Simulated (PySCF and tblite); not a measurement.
The numbers below are computed, except where a source is named.
C8H9F3, numbered as in [CH3:1][CH2:2][C:3]1=[CH:4][CH2:5][CH:6]=[C:7]1[C:8]([F:9])([F:10])[F:11].

Level: B3LYP-D3(BJ)/pcSseg-1 (IEF-PCM, cyclohexane)//GFN2-xTB, thermal terms from GFN2-xTB, symmetry numbers and mirror pairs counted. Conformers within 2.5 kcal/mol (GFN2-xTB free energy) were kept, 2 at most. Programs: PySCF with density fitting and tblite.

Torsions listed: C1–C2–C3–C4. The 5-ring runs over atoms 3–4–5–6–7. Of a mirror pair one member is shown.

| conformer | shape | symmetry | E(GFN2) kcal/mol |
| --- | --- | --- | --- |
| 1 | 5-ring flat; 0° | Cs | 0.00 |
| 2 | 5-ring flat; -92° | C1 (pair) | 0.17 |

(1) Which of these conformers is the most populated at 298.15 K, and with what share?

(2) Give the DFT energies and free energies relative to the lowest, and all weights.

(3) How does its share change from 250 K to 350 K?

Results:

(1) Conformer 1, about 60 %. The lead over the next is within the error of the method.

(2) 
```json
{"conformer": "1", "shape": "5-ring flat; 0°", "E(DFT) kcal/mol": "0.00", "G(298.15 K) kcal/mol": "0.00", "weight %": "60.0"}
{"conformer": "2", "shape": "5-ring flat; -92°", "E(DFT) kcal/mol": "0.59", "G(298.15 K) kcal/mol": "0.24", "weight %": "40.0"}
```

(3) From 66 % to 55 %; the mixing entropy goes from 1.75 to 1.98 cal/(mol K).


Conformer gaps in pcSseg-1 on xTB geometries can be 2 kcal/mol off for S=O, P=O and other polar bonds.